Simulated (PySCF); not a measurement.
Si(Cl)3(NCO) (CCl3NOSi), SMILES O=C=N[Si](Cl)(Cl)Cl.

Geometry optimised at PBE0-D3(BJ)/def2-SVP. Other conformers were not sampled.

Two levels are set side by side: PBE/def2-TZVP (PySCF) and M06-2X/def2-TZVP (PySCF). Same geometry, gas phase. Differences are taken from unrounded values.

```csv
quantity,M06-2X
orbital gap (eV),11.36
highest occupied level (eV),-10.74
lowest empty level (eV),0.62
dipole moment (D),0.52
mean polarisability (bohr³),75.7
```

### Question
What does PBE give, and how far is it from M06-2X? (Estimate from the structure and the level; the computed values follow.)

### Answer

| quantity | PBE | PBE minus M06-2X |
|---|---|---|
| orbital gap (eV) | 6.53 | -4.83 |
| highest occupied level (eV) | -7.91 | 2.82 |
| lowest empty level (eV) | -1.38 | -2.00 |
| dipole moment (D) | 0.48 | -0.04 |
| mean polarisability (bohr³) | 79.3 | 3.7 |

PBE's occupied levels lie high since its potential decays too fast outside the molecule; exact exchange lowers them and widens the gap. PBE's more diffuse valence density responds more strongly to a field. Differences between two approximate levels are no errors against the true value.

Rough cost on one machine, each run with all the roots and properties that it gave: M06-2X against PBE about 4 times.
